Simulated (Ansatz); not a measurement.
Cost and result up the ladder for SbH2(SiMe3) (C₃H₁₁SbSi) (16 atoms). Total charge 0; singlet. Geometry: B3LYP-D4/def2-SVP.

Cartesian coordinates in Å:
```
Sb 1.6981 -1.0215 -1.7755
H 1.5478 0.4193 -2.7128
H 3.0085 -0.3472 -0.8780
Si -0.0290 -0.1258 -0.0286
C -1.7360 -0.1363 -0.8425
C -0.0174 -1.3070 1.4483
C 0.4010 1.6224 0.5435
H -2.5078 0.1864 -0.1227
H -2.0058 -1.1437 -1.1982
H -1.7713 0.5488 -1.7050
H -0.2591 -2.3367 1.1390
H 0.9689 -1.3236 1.9397
H -0.7635 -0.9949 2.1993
H 1.3942 1.6510 1.0191
H 0.4123 2.3268 -0.3034
H -0.3407 1.9820 1.2780
```

Ansatz on 4 threads of Intel Xeon on a shared host. Times are rough, and most runs start from the orbitals of an earlier one. CAM-B3LYP-D4/def2-TZVP serves as the yardstick here, not as an exact answer. Differences are given only for rows in sets of like size (and for xTB, whose basis is part of the method), since another set adds its own error. Binding counts from free atoms at the same level (Sb quartet, H doublet, Si triplet, C triplet; other spins of the atoms weren't run), without zero-point energy or a counterpoise term.

In the def2 sets Sb takes a core potential; there is no spin–orbit coupling. Correlated methods freeze 12 core orbitals; core or outer-core shells of Sb are correlated, in sets that lack core-valence functions. The rows differ in basis, and correlated rows in double-zeta sets carry the largest basis error.

Correlated methods converge slowly with the basis, most of all in double-zeta sets.

```tsv
level	functions	wall time	binding energy per atom (eV)	difference from CAM-B3LYP-D4/def2-TZVP (eV)
PBE-D4/def2-SVP	141	3.2 s	3.64	–
PBE0-D4/def2-SVP	141	4.5 s	3.61	–
PBE-D4/def2-TZVP	246	6 s	3.63	0.02
PBE0-D4/def2-TZVP	246	8.5 s	3.60	-0.01
BHLYP-D4/def2-TZVP	246	9.5 s	3.54	-0.07
MP2/def2-TZVP	246	9.6 s	3.45	-0.16
HF/def2-TZVP	246	10 s	2.68	-0.93
CAM-B3LYP-D4/def2-TZVP	246	12 s	3.61	0.00
r2SCAN-D4/def2-TZVP (with forces)	246	14 s	3.60	-0.01
CCSD(T)/def2-SVP	141	42 s	3.40	–
```
